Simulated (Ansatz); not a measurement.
`[GaH2][GaH2]` + H₂Se → `[GaH2][SeH]` + `[GaH3]` at 500 K and 1 bar (cleavage of the Ga–Ga bond).

Program: Ansatz. Geometries: PBE0-D4/def2-TZVP. ΔE: electronic, gas phase. CBS: MP2 limit from def2 TZ/QZ plus the TZ coupled-cluster correction, frozen cores. For Ga, Se outer-core shells are correlated without core-valence functions, which leaves a few kJ/mol of doubt a bond. Scalar relativity is left out up to krypton.

| species | CCSD(T)/CBS energy (Eh) | H − E (kJ/mol) | S (J/(mol·K)) |
| --- | --- | --- | --- |
| `[GaH2][GaH2]` | -3850.24627 | 101.9 | 341.2 |
| H₂Se | -2401.89790 | 53.1 | 237.8 |
| `[GaH2][SeH]` | -4326.46797 | 84.9 | 327.9 |
| `[GaH3]` | -1925.70545 | 69.3 | 243.1 |

H − E and S are ideal-gas, rigid-rotor, harmonic terms from PBE0-D4/def2-TZVP. 1 Eh = 2625.50 kJ/mol, R = 8.31446 J/(mol·K).

Q: By hand: ΔE, ΔH, ΔS and ΔG.

A: ΔE = (-4326.46797) + (-1925.70545) − (-3850.24627) − (-2401.89790) = -0.02925 Eh = -76.8 kJ/mol. Δ(H − E) = 84.9 + 69.3 − 101.9 − 53.1 = -0.8, so ΔH = -77.6 kJ/mol. ΔS = 327.9 + 243.1 − 341.2 − 237.8 = -8.0 J/(mol·K). ΔG = -77.6 − 500 × (-8.0)/1000 = -73.6 kJ/mol.

Q: By hand: the equilibrium constant, and the temperature at which ΔG would vanish if ΔH and ΔS stayed fixed.

A: log₁₀ K = −ΔG/(RT ln 10) = 7.7. ΔG = 0 at ΔH/ΔS = 9700 K, far beyond where these terms or the molecules hold.

The number of gas molecules stays the same, so ΔS is small and ΔH decides. A doubt of 5 kJ/mol in ΔE shifts log₁₀ K by 0.5 here. These are equilibria of isolated gas molecules and say nothing of rates. Largest T1 diagnostic: 0.014 (customary marks: 0.02 for closed shells, 0.045 for open ones).
